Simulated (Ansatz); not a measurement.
Se (SMILES [Se]), triplet; PBE/3-21G in Ansatz (a first-principles code).

Input for Ansatz:
Ansatz 0.2 input:
```yaml
crystal:
  periodic: [false, false, false]
  atoms:
    - {symbol: Se, position_ang: [0.00000000, 0.00000000, 0.00000000]}
basis:
  gaussian:
    orbitals: 3-21G.json
hamiltonian:
  xc: pbe
magnetization: {spin_polarized: true, initial_magnetization: 2}
scf: {lower_state_search: full}
```
The basis file holds 3-21G in the JSON format of the Basis Set Exchange.

What the program printed (banner, timings and long lists left out):

```
Functional definition: PBE
154 factors; integrals over basis functions are off by at most 2.3e-4 eV
mean field evaluation 1: about -65028.3914 eV, gradient 2.4e0 eV
mean field evaluation 2: about -65028.3909 eV, gradient 2.4e0 eV
mean field evaluation 4: about -65028.4334 eV, gradient 2.3e-2 eV
mean field evaluation 8: about -65028.4334 eV, gradient 5.5e-6 eV
mean field evaluation 16: about -65028.4211 eV, gradient 1.3e0 eV
mean field evaluation 32: about -65028.4333 eV, gradient 2.2e-2 eV
mean field -65028.43341548 eV, -2389.7508501635 hartree, gradient 5.7e-6 eV, S^2 2.000068; 6 other end points of the search recorded, 0 dependent functions left out
reference -65028.43343549 eV, -2389.7508508990 hartree; 18, 16 occupied and 5, 7 virtual orbitals, 154 factors
Total energy: -65028.43343549 eV, -2389.7508508990 hartree
```
